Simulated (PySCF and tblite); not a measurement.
Values are calculated unless marked as measured or tabulated.
**Barrier and rate of a rearrangement**

System: C5H7FSn, numbered as in [F:1][C:2]1=[CH:3][C@H:4]([SnH3:5])[CH:6]=[CH:7]1.

Motion: shift of Sn5 from C4 to C6. The path came from a restrained scan, a climbing-image band and a saddle search at GFN2-xTB; energies are PBE0/pcSseg-1 (def2-TZVP on Sn) + D3(BJ)//PBE0-D3(BJ)/def2-SVP, thermal terms GFN2-xTB. Rate constants are transition-state-theory values, counting equivalent paths, without tunnelling. Shieldings: GIAO at the same DFT level; methyl-like tops are averaged, other torsions stay as in the two minima; line shapes leave out couplings. (PySCF 2.14 with density fitting, tblite 0.8.)

| point | symmetry | E(GFN2) kcal/mol | E(DFT) kcal/mol | ZPE change kcal/mol | lowest mode cm⁻¹ | dipole D |
| --- | --- | --- | --- | --- | --- | --- |
| start | C1 | 0.0 | 0.0 | 0.00 | 69 | 2.08 |
| saddle | Cs | 7.7 | 6.6 | -1.32 | 250i | 2.44 |
| end | C1 | 0.0 | 0.0 | 0.00 | 69 | 2.08 |

```json
{"Electronic barrier": "6.6 kcal/mol", "Barrier with zero-point energy": "5.3 kcal/mol", "ΔH‡ (298 K)": "5.0 kcal/mol", "ΔS‡ (298 K, symmetry apart)": "-2.5 cal/(mol K)", "Paths": "1 equivalent path", "End point": "the same structure with atoms interchanged, or its mirror image", "Mean lifetime of the start against this motion at 298 K": "2.6 ns", "Cost": "4.5 min on 1 thread of Arm Neoverse V2 (shared host) (rough), peak memory 0.91 GiB, launched as `OMP_NUM_THREADS=1 python ens_run.py task.json out`"}
```

| T/K | ΔG‡ kcal/mol | k s⁻¹ |
| --- | --- | --- |
| 150 | 5.5 | 3.2×10⁴ |
| 200 | 5.6 | 3.4×10⁶ |
| 250 | 5.7 | 5.9×10⁷ |
| 298 | 5.7 | 3.8×10⁸ |
| 350 | 5.8 | 1.6×10⁹ |
| 400 | 5.9 | 4.7×10⁹ |
| 500 | 6.1 | 2.2×10¹⁰ |

ΔG and ΔG‡ leave out symmetry numbers and mirror images; rates count paths: 1 out.

Sites that the motion interchanges:

```csv
nucleus,site,ppm,scale
¹³C,C4,136.9,shielding σ
¹³C,C6,44.9,shielding σ
¹³C,C3,73.0,shielding σ
¹³C,C7,56.9,shielding σ
¹H,H on C4,27.31,shielding σ
¹H,H on C6,24.51,shielding σ
¹H,H on C3,25.25,shielding σ
¹H,H on C7,24.68,shielding σ
```

| nucleus | sites | ¹H MHz | spread Hz | coalescence K | k there s⁻¹ |
| --- | --- | --- | --- | --- | --- |
| ¹³C | C4 / C6 | 250 | 5787 | 143 | 1.3×10⁴ |
| ¹³C | C4 / C6 | 500 | 11575 | 148 | 2.6×10⁴ |
| ¹³C | C4 / C6 | 900 | 20835 | 153 | 4.6×10⁴ |
| ¹³C | C3 / C7 | 250 | 1009 | 131 | 2230 |
| ¹³C | C3 / C7 | 500 | 2018 | 136 | 4500 |
| ¹³C | C3 / C7 | 900 | 3633 | 140 | 8100 |
| ¹H | H on C4 / H on C6 | 250 | 700 | 129 | 1580 |
| ¹H | H on C4 / H on C6 | 500 | 1400 | 133 | 3160 |
| ¹H | H on C4 / H on C6 | 900 | 2520 | 137 | 5630 |
| ¹H | H on C3 / H on C7 | 250 | 141 | 120 | 316 |
| ¹H | H on C3 / H on C7 | 500 | 282 | 124 | 631 |
| ¹H | H on C3 / H on C7 | 900 | 507 | 127 | 1130 |

Coalescence temperatures outside 150 to 500 K extrapolate the thermal terms and ignore freezing or boiling of a solvent. Spin–orbit effects of heavy atoms on shieldings are missing.
